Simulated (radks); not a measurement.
Valence configurations of Pt+ (all share [Xe]). All-electron calculation, Dirac Kohn-Sham, PBEsol, spin-unpolarised, spherical densities, finite nucleus; open shells fill j = l - 1/2 first; Fermi nuclear charge, rms radius 5.427 fm. Program: a radial shooting solver on a logarithmic mesh with Libxc functionals. Energies are relative to 4f14 5d9; eigenvalues in eV.

valence               E (eV)  e(4f5/2)  e(4f7/2)  e(5d3/2)  e(5d5/2)  e(6p1/2)
4f14 5d9               0.000   -79.947   -76.493   -15.130   -13.757         -
4f14 5d8 6s1           1.379   -83.047   -79.592   -17.323   -15.870         -
4f14 5d8 6s0.5 6p0.5   4.355   -83.715   -80.260   -17.936   -16.474    -8.420
4f13 5d10             67.658   -91.021   -87.452   -16.324   -14.806         -
4f14 5d8.5 6p0.5       3.454   -82.136   -78.681   -16.830   -15.408    -8.048
4f13 5d8.5 6s1 6p0.5  74.788   -96.734   -93.163   -20.552   -18.901    -8.872
4f12 5d9 6s2          153.51   -109.68   -105.99   -22.718   -20.883         -
4f13.5 5d9 6s0.5      33.394   -87.005   -83.493   -16.852   -15.367         -
4f14 5d8 6p1           7.365   -84.368   -80.913   -18.533   -17.061    -8.771
4f13.5 5d9 6p0.5      36.314   -87.684   -84.172   -17.485   -15.990    -8.071

NIST lists [Xe] 4f14 5d9 as the ground configuration; this level of theory agrees among the configurations tried. The energies are those of spherical spin-averaged densities, not of single terms.
